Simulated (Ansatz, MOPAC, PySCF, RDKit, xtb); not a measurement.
Dimer: CH4 (SMILES C) (first 5 atoms) with Si2H6 (SMILES [SiH3][SiH3]); geometry from B3LYP-D3(BJ)/def2-TZVP, rigid monomers moved along the line of their centres of mass till C1···Si7 is 5.42 Å.
(charge 0, multiplicity 1):
| atom | x (Å) | y (Å) | z (Å) |
|---|---|---|---|
| C | 0.0554 | -0.1260 | 0.0464 |
| H | -0.3725 | -1.0483 | 0.4367 |
| H | -0.5348 | 0.7218 | 0.3915 |
| H | 1.0800 | -0.0225 | 0.3998 |
| H | 0.0467 | -0.1546 | -1.0423 |
| Si | 1.0234 | 0.5349 | 5.7255 |
| Si | -1.1621 | -0.2147 | 5.3291 |
| H | 1.7517 | -0.4433 | 6.5700 |
| H | 0.9940 | 1.8387 | 6.4326 |
| H | 1.7631 | 0.7041 | 4.4525 |
| H | -1.1452 | -1.5262 | 4.6380 |
| H | -1.9024 | 0.7573 | 4.4897 |
| H | -1.8808 | -0.3698 | 6.6178 |

| level | interaction energy (kcal/mol) | cost |
|---|---|---|
| MMFF94 | -0.23 | - |
| GFN-FF | -0.29 | - |
| AM1 | -0.01 | - |
| PM6 | 0.01 | - |
| PM7 | -0.16 | - |
| GFN2-xTB | -0.33 | - |
| HF/3-21G (no counterpoise) | -0.05 | - |
| PBE/def2-TZVPPD | -0.10 | ×1 |
| PBE-D4/def2-TZVPPD | -0.31 | ×1 |
| BP86/6-31G* (no counterpoise) | 0.07 | - |
| r2SCAN-D4/def2-TZVPPD | -0.23 | ×1 |
| B3LYP/6-31G* (no counterpoise) | -0.01 | - |
| B3LYP-D3(BJ)/def2-TZVPPD | -0.22 | ×1 |
| B3LYP-D4/def2-TZVPPD | -0.19 | ×1 |
| PBE0-D3(BJ)/def2-TZVPPD | -0.31 | ×1 |
| M06-2X/6-31G* (no counterpoise) | -0.19 | - |
| wB97X-V/def2-TZVPPD | -0.23 | ×3 |
| MP2/6-31G* (no counterpoise) | -0.17 | - |
| CCSD/aug-cc-pV(D+d)Z | -0.20 | - |
| CCSD(T)/aug-cc-pV(D+d)Z | -0.23 | ×9 |

The rows run from -0.33 (GFN2-xTB) to 0.07 kcal/mol (BP86/6-31G* (no counterpoise)). The dispersion term adds -0.21 in PBE-D4.

Interaction energies are E(AB) − E(A) − E(B) at the monomers' geometry in the complex; basis-set methods are counterpoise corrected. Rows marked so take none.

Correlated levels freeze the cores. Rows in 3-21G, 6-31G* carry no dispersion term and start afresh at each structure (6-31G* with six Cartesian d functions). MP2/6-31G* freezes PySCF's default core. The state that AM1, PM6, PM7 reach isn't checked; PM7 holds dispersion and hydrogen-bond terms.

The values were computed with Ansatz (Gaussian basis) for Hartree–Fock, density functionals and correlated methods; MOPAC for AM1, PM6, PM7 (differences of heats of formation); PySCF for 3-21G rows, 6-31G* rows, the dispersion terms; RDKit for the force fields; xtb for the GFN methods. Each number belongs to the level named beside it.

Costs are rough ratios of core time to PBE/def2-TZVPPD (about 14 s over the structures, on one shared machine); a dash marks a level with no comparable run of its own.

Ansatz is an electronic-structure program.
